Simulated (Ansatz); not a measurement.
Start from `NB(F)[TeH]` and change one atom or group to get `NB(F)[O][GeH3]`.

Ansatz, PBE0-D4/def2-TZVP geometries, multiplicity 1. Each molecule was computed in one conformer, which needn't be the lowest.

Elements past krypton have def2 core potentials. Scalar relativity is left out up to krypton.

| property | `NB(F)[TeH]` |
| --- | --- |
| HOMO energy (PBE0/def2-TZVPP) / eV | -6.44 |
| LUMO energy (B3LYP/def2-TZVPP) / eV | -0.63 |
| size of the dipole moment (B3LYP/def2-TZVPP) / D | 2.59 |
| HOMO–LUMO gap (ωB97M-V/def2-TZVPP) / eV | 9.94 |
| HOMO–LUMO gap (PBE/def2-TZVPP) / eV | 4.20 |
| LUMO energy (PBE/def2-TZVPP) / eV | -1.20 |

Task: Give the same properties after the change, and the shifts. (Estimate.)

Result: Computed: 
```json
{"property": "HOMO energy (PBE0/def2-TZVPP) / eV", "`NB(F)[O][GeH3]`": "-7.81", "shift": "-1.37"}
{"property": "LUMO energy (B3LYP/def2-TZVPP) / eV", "`NB(F)[O][GeH3]`": "-0.03", "shift": "0.60"}
{"property": "size of the dipole moment (B3LYP/def2-TZVPP) / D", "`NB(F)[O][GeH3]`": "0.84", "shift": "-1.75"}
{"property": "HOMO–LUMO gap (ωB97M-V/def2-TZVPP) / eV", "`NB(F)[O][GeH3]`": "12.02", "shift": "2.08"}
{"property": "HOMO–LUMO gap (PBE/def2-TZVPP) / eV", "`NB(F)[O][GeH3]`": "5.74", "shift": "1.54"}
{"property": "LUMO energy (PBE/def2-TZVPP) / eV", "`NB(F)[O][GeH3]`": "-0.61", "shift": "0.59"}
```

With PBE0 the HOMO falls by 1.37 eV and the LUMO rises by 0.62 eV, so the gap widens by about 1.99 eV. PBE moves the HOMO by -0.95 eV and ωB97M-V by -1.67 eV. Dipoles are sizes alone; their direction can turn.

B3LYP here is the variant with VWN-RPA as its local correlation; programs differ in this.

Spin–orbit coupling is left out; it splits and shifts lone-pair levels of the heavy atoms by tenths of an eV.
